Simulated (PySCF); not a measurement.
B3LYP has the VWN-RPA correlation part, as in Gaussian. Excitations are Tamm–Dancoff values on a coarser integration grid. The basis has no diffuse functions, so Rydberg states are missing or too high.

Z-matrix (Å, degrees):
```
Si
Br 1 2.2089
Br 1 2.2089 2 109.47
Br 1 2.2089 2 109.47 3 -120.00
Br 1 2.2089 2 109.47 3 120.00
```
Charge 0, spin multiplicity 1.

### Question
Estimate the S1 excitation (TDA), dipole moment and brightest of the four lowest singlets (TDA) that PySCF with B3LYP-D3(BJ)/def2-TZVP returns for this input.

### Answer

```yaml
S1 excitation (TDA): 5.36 eV
dipole_moment: 0.00 D
brightest of the four lowest singlets (TDA): 6.17 eV
```
